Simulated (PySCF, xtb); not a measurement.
ClH₂O₂Sb, SMILES [OH][Sb]([OH])[Cl].

GFN2-xTB in xtb at its own geometry gives an orbital gap of 5.00 eV and a dipole moment of 2.91 D.

Coordinates come from a B3LYP-D3(BJ)/def2-SVP optimisation. The def2 effective core potentials stand for the cores of Sb; spin–orbit coupling is left out. One conformer was computed; it need not be the lowest.

Problem. What does M06-2X/def2-TZVPD in PySCF give? (An estimate is asked for; the answer gives what the named calculation found.)

Solution. gap 8.99 eV (levels -9.88 and -0.90 eV), dipole 0.90 D.
